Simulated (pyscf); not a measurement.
F–Mo(F)(F)(F)(SH)–Cl (SMILES [F][Mo]([F])([F])([F])([SH])[Cl]), singlet

Gas-phase minimum from PySCF at ωB97X-D3(BJ)/def2-SVP, one conformer. 

```xyz
8

F     -2.1986     0.0099     0.0420
Mo    -0.6949     0.7798    -0.6484
F     -0.5376     1.5178     1.0355
F      1.0180     1.3750    -0.8542
F     -1.5004     2.3809    -1.0795
S     -1.1676     0.4275    -2.8998
Cl     0.1361    -1.3057    -0.8398
H     -1.7401     1.6235    -3.1421
```
Charge 0, spin multiplicity 1.

Bonds (Å): F1–Mo2 1.825, Mo2–F3 1.845, Mo2–F4 1.825, Mo2–F5 1.843, Mo2–S6 2.327, Mo2–Cl7 2.253, S6–H8 1.348. Bond angles (°): F1–Mo2–F3 83.9, F1–Mo2–F4 162.5, F1–Mo2–F5 95.4, F1–Mo2–S6 97.7, F1–Mo2–Cl7 86.9, F3–Mo2–F4 83.8, F3–Mo2–F5 84.5, F3–Mo2–S6 163.9, F3–Mo2–Cl7 114.6, F4–Mo2–F5 95.8, F4–Mo2–S6 97.5, F4–Mo2–Cl7 86.9, F5–Mo2–S6 79.4, F5–Mo2–Cl7 160.9 (the first ones only).

Properties at ωB97X-D3(BJ)/def2-SVP:

```json
{
 "harmonic_wavenumbers_unscaled": "82, 91, 164, 216, 235, 245, 254, 333, 352, 392, 428, 439, 651, 674, 727, 747, 811, 2762 cm⁻¹",
 "zero_point_energy": "13.7 kcal/mol",
 "rotational_symmetry_number": "1",
 "Entropy of this conformer at 298 K and 1 atm, rigid rotor and harmonic oscillator, modes under 100 cm⁻¹ raised to 100": "397.5 J/(mol K)",
 "dipole_moment": "1.99 D"
}
```

Single-point totals, which compare only within one level:

```json
[
 {"level": "ωB97X-D3(BJ)/def2-TZVP", "total energy (hartree)": "-1327.01020"},
 {"level": "PBE/def2-TZVP", "total energy (hartree)": "-1326.30693"},
 {"level": "r²SCAN/def2-TZVP", "total energy (hartree)": "-1326.82380"},
 {"level": "B3LYP-D3(BJ)/def2-TZVP", "total energy (hartree)": "-1327.04061"},
 {"level": "PBE0-D3(BJ)/def2-TZVP", "total energy (hartree)": "-1326.28738"},
 {"level": "M06-2X/def2-TZVP", "total energy (hartree)": "-1326.63403"},
 {"level": "ωB97M-D3(BJ)/def2-TZVP", "total energy (hartree)": "-1327.05855"}
]
```

Soft torsions are taken as harmonic, which can shift the entropy by several J/(mol K). Elements past Kr carry the def2 core potentials, without spin-orbit coupling.
